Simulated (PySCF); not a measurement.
OsS2: bend–stretch map

Method: PySCF, UB3LYP, basis Os def2-SVP with ECP60, S def2-SVP (scalar-relativistic core potentials, no spin–orbit coupling, density fitting).

Rigid scan from the quintet minimum (Os–S 2.137 Å (×2); S–Os–S 114.1°). Coordinate: rows scale both bonds, columns set the S–Os–S angle. Energies in kJ/mol from the minimum.

Rows run from the largest first scale (top) to the smallest, columns from the smallest angle to the largest. Lower edges of the bins (kJ/mol): '0' 2.4, '1' 4.0, '2' 6.4, '3' 10.3, '4' 16.4, '5' 26.1, '6' 41.5, '7' 66.0, '8' 104.6, '9' 165.9; top 263.
```
8777889
7656788
6335788
6205788
7436789
8667899
```

(1) Give the energies on the grid of the scan.

Answers

(1) 
| scale \ angle | 90 | 105 | 120 | 135 | 150 | 165 | 180 |
| --- | --- | --- | --- | --- | --- | --- | --- |
| 0.94 | 116 | 60 | 58 | 94 | 154 | 222 | 263 |
| 0.97 | 69 | 19 | 15 | 45 | 96 | 153 | 189 |
| 1.00 | 52 | 6 | 2 | 27 | 70 | 119 | 149 |
| 1.03 | 57 | 16 | 12 | 32 | 69 | 111 | 136 |
| 1.06 | 78 | 42 | 37 | 55 | 86 | 122 | 143 |
| 1.10 | 124 | 93 | 89 | 103 | 129 | 157 | 175 |

The bond scale of lowest energy on the grid is 1.00 at 90°, 1.00 at 105°, 1.00 at 120°, 1.00 at 135°, 1.03 at 150°, 1.03 at 165°, 1.03 at 180°.

With open d or f shells other occupations or spin states may lie lower. At this level a broken-symmetry Ms = 0 minimum of C2v symmetry lies 25 kJ/mol below the start of the scan. With an element this heavy the missing spin–orbit coupling can shift these numbers.

Other isomers or separated fragments may lie lower.

The scan took 58 s on 2 threads of a shared Arm Neoverse V2 host; the process peaked at 0.65 GiB. Launch command: `OMP_NUM_THREADS=2 python axn.py task.json out`.
